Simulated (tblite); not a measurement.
Species: C₅H₁₀ClOSi (doublet state).
Structure used (GFN2-xTB), in Å, numbered top down from 1:
```xyz
18
C5H10ClOSi angstrom
C      0.6161   -2.1374    0.2543
C      0.7738   -0.7014    0.5045
O      1.0623   -0.0281   -0.6789
Si     1.7753    1.4016   -0.9424
C     -0.5083   -0.0498    1.1271
Cl    -0.8303   -0.8082    2.7095
C     -1.6847   -0.2128    0.2343
C     -2.3139    0.8011   -0.3313
H      0.5106   -2.4870   -0.7521
H      0.5663   -2.8210    1.0771
H      1.5772   -0.5354    1.2453
H      3.0914    1.4519   -0.2984
H      1.8178    1.3650   -2.3925
H      0.9884    2.5259   -0.4202
H     -0.2990    1.0053    1.3198
H     -1.9870   -1.2359    0.0580
H     -2.0144    1.8221   -0.1608
H     -3.1503    0.6505   -0.9914
```

Calculated harmonic vibrations of the isolated species, GFN2-xTB (tblite), most abundant isotopes, no scaling. Against measured fundamentals such values can be off by several per cent, at times by over 20. Modes of hydrogen on silicon can be 10 to 20 % off. One conformer, not necessarily the lowest. Open shells enter through the occupations alone, without spin polarisation, and single modes of such species can be off by tens of per cent.

Harmonic wavenumbers (cm⁻¹): 41.9, 54.3, 60.7, 115.9, 155.3, 173.3, 192.5, 216.2, 266.3, 328.6, 363.2, 407.9, 439.0, 562.2, 606.8, 629.4, 686.8, 740.1, 757.6, 784.7, 808.2, 842.0, 861.6, 901.9, 961.6, 989.5, 1012.9, 1069.1, 1119.2, 1156.2, 1192.7, 1213.5, 1252.9, 1287.2, 1298.6, 1361.5, 1407.2, 1701.8, 2199.4, 2241.5, 2367.5, 2779.2, 2945.5, 3074.4, 3103.5, 3135.8, 3150.9, 3207.3.

A = 1908, B = 907.3, C = 775.4 MHz; mass 149.019 u (most abundant isotopes); point group C1, symmetry number 1; spin multiplicity 2.

Question: Zero-point energy?

Answer: ½Σν̃ = 28113 cm⁻¹ = 80.38 kcal/mol.

Question: Give the ideal-gas entropy at 500 K and 1 bar in the rigid-rotor, harmonic-oscillator model (classical rotation).

Answer: Translation 43.50, rotation 31.40, vibration 58.35, spin (R ln 2) 1.38: S = 134.6 cal/(mol K).

Question: And Cp and H(500 K) − H(0)?

Answer: Cp = 59.53 cal/(mol K), of which vibrations give 51.58 (their classical limit is 48 R = 95.4); H(500 K) − H(0) = 18.26 kcal/mol without the zero-point energy, 14.29 from vibrations.

Question: Blend soft modes into free rotors: weight 1/[1 + (100 cm⁻¹/ν̃)⁴] for the oscillator and the rest for a rotor with moment μB/(μ + B), μ = h/(8π²ν), B = 10⁻⁴⁴ kg m². What vibrational entropy results?

Answer: 52.94 cal/(mol K) in place of 58.35, which changes −T·S at 500 K by +2.71 kcal/mol.

Question: Which modes carry the vibrational entropy at 500 K?

Answer: 41.9 cm⁻¹: 6.19; 54.3 cm⁻¹: 5.68; 60.7 cm⁻¹: 5.46; 115.9 cm⁻¹: 4.18; 155.3 cm⁻¹: 3.60; 173.3 cm⁻¹: 3.39 cal/(mol K); the other 42 give 29.85 together.

Hindered rotation and anharmonicity are outside this model. Other conformers, if any are populated, would add a mixing term that is left out. The structure is chiral; the term R ln 2 for an equal mix with its mirror image is left out.

Hardware: one thread, Arm Neoverse V1 (aarch64) (shared host). Cost: 0.77 s wall. This covers the Hessian and the dipole derivatives.
